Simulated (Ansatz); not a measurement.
**Which is lower?**

Two isomers of H$_{2}$TeSe, closed shell, relaxed at PBE0-D4/def2-TZVP (vibrations not checked).

A:

Se1  (0.777, -1.075, 0.420)
Te2  (-0.056, 1.162, 0.246)
H3  (1.297, 2.146, 0.475)
H4  (0.064, 1.542, -1.394)
(Å)

B:

```
4
angstrom
Se 0.4479 -1.2424 0.3747
Te 0.5885 1.2350 0.0035
H -0.8404 -1.2198 1.0852
H -0.1960 1.2272 -1.4633
```

Ansatz 0.2.0; basis: def2-TZVPP; cores frozen in the correlated methods. Filled d shells of the heavier atoms are correlated. Core potentials replace the inner electrons of the atoms past krypton. The def2 sets are not built for correlating such inner shells, so the correlated values are less sure here. B3LYP uses VWN-RPA correlation.

(1) Which structure is lower at CCSD(T), and by how much? (To be estimated.)

No T1 diagnostic of these runs exceeds 0.013.

Results:

(1) Computed: B, by 109.5 kJ/mol (electronic energy, against the other). By their contacts, A is H₂TeSe ([Se][TeH2]) and B is H₂TeSe ([SeH][TeH]).

All methods give the same order:

```
   method  E(B) − E(A) (kJ/mol)
   PBE-D4                 -96.3
r2SCAN-D4                -100.1
  PBE0-D4                -104.0
 B3LYP-D4                -105.0
  wB97M-V                -113.1
       HF                -119.8
      MP2                -113.7
     CCSD                -113.2
  CCSD(T)                -109.5
```

Labels in which every atom is bracketed show which atoms are joined, not bond orders.
